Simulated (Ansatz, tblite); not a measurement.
Cost and result up the ladder for Li18 (the lowest singlet isomer of a short search) (18 atoms). Total charge 0; singlet. Geometry: PBE0/def2-SVP.

Cartesian coordinates in Å:
```
Li 0.6785 1.3372 -0.3806
Li 1.0515 -3.0335 -2.5458
Li -0.3762 -0.5299 1.4040
Li 0.3506 3.5750 -1.8150
Li -0.5035 -3.2521 0.4433
Li 2.1363 -1.2950 -0.0905
Li 0.8635 -1.9352 3.3147
Li 3.1976 2.1885 -0.6472
Li -0.5789 1.0890 3.5559
Li -1.6430 1.1089 -2.3904
Li -2.4335 -1.3663 2.9019
Li -0.3797 -1.0771 -1.3452
Li 0.7563 3.4467 1.2999
Li 1.4769 0.2826 -2.9570
Li -2.8952 -1.1139 -0.2873
Li -1.8755 1.7689 0.7416
Li -1.9783 -1.9857 -3.3049
Li 2.1527 0.7918 2.1026
```

Ansatz on 4 threads of Intel Xeon 6975P-C on a shared host; xTB runs through tblite on one thread. Times are rough, summed over both states, and most runs start from the orbitals of an earlier one. No level here is sound enough to serve as a yardstick. The other state is a doublet.

The xTB rows come from tblite. HOMO above LUMO, or a gap near zero within one spin, warns that the state may not be the lowest or that an electron is smeared out. The structure comes from a short search, and lower isomers may exist.

Run but left out: r2SCAN0/def2-TZVP (charge +1 doublet: ⟨S²⟩ 1.16, where a pure state has 0.75).

Raw xTB energies of ions are shifted by several eV.

```tsv
level	functions	wall time
GFN1-xTB	72	0.03 s
GFN2-xTB	72	0.28 s
PBE/def2-TZVP	252	17 s
PBE0/def2-TZVP	252	35 s
```

Question: Estimate what each level gives for the vertical IE (eV).

Answer: 
| level | vertical IE (eV) | remarks |
| --- | --- | --- |
| GFN1-xTB | 11.98 | – |
| GFN2-xTB | 7.29 | – |
| PBE/def2-TZVP | 4.17 | gap within one spin near zero (+1 doublet), restricted SCF unstable in HF (singlet) |
| PBE0/def2-TZVP | 4.14 | restricted SCF unstable in HF (singlet), spin-contaminated (⟨S²⟩ 0.83) (+1 doublet) |
